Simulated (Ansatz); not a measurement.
A run on C8H18O (`CC[C@H](C)O[C@@H](C)CC`) with other settings.

```yaml
crystal:
  periodic: [false, false, false]
  atoms:
    - {symbol: C, position_ang: [1.928321, 1.019473, -2.049874]}
    - {symbol: C, position_ang: [1.658789, 1.605487, -0.676508]}
    - {symbol: C, position_ang: [0.303553, 1.219538, -0.113434]}
    - {symbol: C, position_ang: [0.012113, 1.920706, 1.200865]}
    - {symbol: O, position_ang: [0.300046, -0.185692, 0.059254]}
    - {symbol: C, position_ang: [-0.969634, -0.807328, -0.018132]}
    - {symbol: C, position_ang: [-1.333300, -1.103085, -1.461818]}
    - {symbol: C, position_ang: [-0.911139, -2.068183, 0.824184]}
    - {symbol: C, position_ang: [-0.673015, -1.796324, 2.297814]}
    - {symbol: H, position_ang: [1.191404, 1.369098, -2.779104]}
    - {symbol: H, position_ang: [1.878791, -0.070069, -2.020131]}
    - {symbol: H, position_ang: [2.916947, 1.305177, -2.415699]}
    - {symbol: H, position_ang: [2.424218, 1.272199, 0.033109]}
    - {symbol: H, position_ang: [1.718407, 2.698210, -0.711684]}
    - {symbol: H, position_ang: [-0.468325, 1.497049, -0.848462]}
    - {symbol: H, position_ang: [-0.944241, 1.599539, 1.619118]}
    - {symbol: H, position_ang: [0.794731, 1.692582, 1.928598]}
    - {symbol: H, position_ang: [-0.028641, 3.004006, 1.062797]}
    - {symbol: H, position_ang: [-1.729105, -0.137128, 0.414430]}
    - {symbol: H, position_ang: [-2.331140, -1.543630, -1.528881]}
    - {symbol: H, position_ang: [-0.614477, -1.804163, -1.892993]}
    - {symbol: H, position_ang: [-1.326281, -0.194407, -2.067584]}
    - {symbol: H, position_ang: [-1.847802, -2.618130, 0.686142]}
    - {symbol: H, position_ang: [-0.112801, -2.702670, 0.423434]}
    - {symbol: H, position_ang: [0.263470, -1.255692, 2.443246]}
    - {symbol: H, position_ang: [-1.479434, -1.190818, 2.722211]}
    - {symbol: H, position_ang: [-0.621485, -2.725744, 2.869092]}
basis:
  gaussian: {orbitals: def2-mTZVPP}
magnetization: {spin_polarized: true, initial_magnetization: 0}
hamiltonian: {xc: {name: LC-wPBE}}
```

```sh
$ ansatz run in.yaml --threads 4 --pin off --events-out ev --progress --plain --max-ram 41984MiB --backend cpu
```

Output, abridged:

```
Functional definition: LC-wPBE
2667 factors; their error is unknown
845 factors; integrals over basis functions are off by at most 2.3e-5 eV
mean field evaluation 1: about -10626.6974 eV, gradient 4.3e1 eV
mean field evaluation 2: about -10630.5100 eV, gradient 3.3e1 eV
mean field evaluation 4: about -10634.6189 eV, gradient 2.2e0 eV
mean field evaluation 8: about -10634.6535 eV, gradient 8.3e-2 eV
mean field evaluation 16: about -10634.5754 eV, gradient 4.6e-5 eV
mean field -10634.57543515 eV, -390.8134388675 hartree, gradient 1.2e-5 eV, S^2 0.000000; 0 other end points of the search recorded, 0 dependent functions left out
reference -10634.57543515 eV, -390.8134388678 hartree; 37, 37 occupied and 229, 229 virtual orbitals, 2667 factors
Total energy: -10634.57543515 eV, -390.8134388678 hartree
```

It took 7.5 s on 4 threads of an AMD EPYC 7R13 on a shared host, with 0.98 GiB of host memory at the peak.
